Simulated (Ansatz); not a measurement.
CH7NOSi2, SMILES `OC1[SiH2]N[SiH2]1`, relaxed with RKS PBE-D4/def2-SVP in the Gaussian-basis code of Ansatz from a rough embedded geometry. The force threshold is 0.03 eV/Å; the program also tests the step.

Total charge 0; spin multiplicity 1.

Start:

```xyz
12

O    -1.237   -0.812   -1.306
C    -0.908   -0.426    0.019
Si   -0.266    1.360    0.180
N     1.381    0.786   -0.129
Si    0.926   -0.783    0.555
H    -1.435   -1.819   -1.266
H    -1.639   -0.669    0.752
H    -0.341    1.968    1.486
H    -0.609    2.318   -0.978
H     1.450    0.683   -1.083
H     1.560   -1.816   -0.230
H     1.119   -0.790    2.000
```

Question: How much energy does the relaxation release, and in how many steps? (Estimate.)

Answer: Ansatz gave: 115.14 kJ/mol, in 15 steps.

Question: Which bonds change most? (An estimate is asked.)

Answer: The calculation gave: Si3–H8 from 1.442 to 1.510 Å; Si5–H11 from 1.444 to 1.510 Å; N4–H10 from 0.961 to 1.022 Å.

Question: Give the relaxed structure. (Best estimate.)

Answer: Ansatz gave: 
```xyz
12

O    -1.638   -0.906   -0.990
C    -0.908   -0.420    0.133
Si   -0.301    1.395   -0.117
N     1.353    0.822    0.098
Si    0.966   -0.885    0.287
H    -1.748   -1.867   -0.873
H    -1.460   -0.534    1.100
H    -0.745    2.394    0.925
H    -0.631    1.959   -1.474
H     2.242    1.323    0.129
H     1.441   -1.801   -0.816
H     1.430   -1.479    1.598
```
